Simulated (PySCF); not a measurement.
A calculated (UHF, PySCF 2.14, x2c-TZVPall, scalar relativity by spin-free X2C-1e) atom or ion has these occupied shells.

| shell | electrons | orbital energy (eV) | rms radius, mean of both spins (bohr) |
| --- | --- | --- | --- |
| 1s α | 1 | -34735.8 | 0.0305 |
| 1s β | 1 | -34735.7 | 0.0305 |
| 2s α | 1 | -5516.2 | 0.124 |
| 2s β | 1 | -5516.1 | 0.124 |
| 2p α | 3 | -4947.7 | 0.111 |
| 2p β | 3 | -4947.6 | 0.111 |
| 3s α | 1 | -1180.0 | 0.326 |
| 3s β | 1 | -1179.9 | 0.326 |
| 3p α | 3 | -991.57 | 0.326 |
| 3p β | 3 | -991.45 | 0.326 |
| 3d α | 5 | -710.43 | 0.304 |
| 3d β | 5 | -710.38 | 0.304 |
| 4s α | 1 | -239.56 | 0.762 |
| 4s β | 1 | -239.31 | 0.762 |
| 4p α | 3 | -177.15 | 0.815 |
| 4p β | 3 | -176.87 | 0.815 |
| 4d α | 5 | -82.779 | 0.944 |
| 4d β | 5 | -82.586 | 0.944 |
| 5s α | 1 | -37.775 | 1.98 |
| 5s β | 1 | -35.062 | 1.98 |
| 5p α | 3 | -22.039 | 2.37 |
| 5p β | 2 | -20.903 | 2.37 |

**Question.** Name the element and its charge.

**Answer.** Xe⁺ (xenon, charge +1), in [Kr] 4d10 5s2 5p5, 2P determinant.
